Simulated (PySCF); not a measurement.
`N#C[C@H]1C[C@@H](F)C[C@@H]1F`, C6H7F2N

Geometry (Å), atoms numbered from 1 in this order:
```xyz
16

N    -2.0337   -2.1860   -0.5775
C    -1.5432   -1.3136   -0.0279
C    -0.9313   -0.2046    0.6661
C     0.5165   -0.5203    1.0735
C     1.3476   -0.2334   -0.1793
F     1.5252   -1.3980   -0.8977
C     0.5406    0.7681   -1.0202
C    -0.7797    0.9955   -0.2829
F    -0.7002    2.1469    0.4748
H    -1.5558    0.0575    1.5256
H     0.8208    0.1494    1.8771
H     0.6443   -1.5529    1.3954
H     2.3571    0.1161    0.0587
H     1.0647    1.7144   -1.1430
H     0.3563    0.3369   -2.0038
H    -1.6368    1.1328   -0.9501
```

Level of theory: TDDFT B3LYP/def2-SVPD circular dichroism and optical rotation, one conformer, gas phase (PySCF 2.14.0). Geometry: GFN2-xTB.

Stereocentres: C3 R, C5 R, C8 S.

Give the optical rotatory dispersion at 633, 589.3, 546, 436, 405, 365, 355 nm.

[α] in deg dm⁻¹ (g/mL)⁻¹:
| λ (nm) | origin-invariant length gauge | modified velocity gauge | length gauge (centre of mass) | isotropic polarisability (au) |
| --- | --- | --- | --- | --- |
| 633 | +11.4 | +13.6 | +11.8 | 72.1 |
| 589.3 | +13.3 | +15.9 | +13.9 | 72.3 |
| 546 | +15.8 | +18.8 | +16.4 | 72.6 |
| 436 | +26.7 | +31.5 | +27.7 | 73.6 |
| 405 | +32.0 | +37.7 | +33.2 | 74.0 |
| 365 | +41.6 | +48.9 | +43.2 | 74.8 |
| 355 | +44.8 | +52.5 | +46.4 | 75.0 |

And for the mirror image at 589.3 nm?

-13.3 deg dm⁻¹ (g/mL)⁻¹ (origin-invariant length gauge): the same size and the opposite sign.

What is the molar rotation [Φ] = [α]·M/100 of the geometry above at 589.3 nm?

With M = 131.13 g/mol, +17.5 deg cm² dmol⁻¹ (origin-invariant length gauge).

The first excitation lies at 7.66 eV (162 nm) with R = -0.3 × 10⁻⁴⁰ esu² cm² (velocity form).
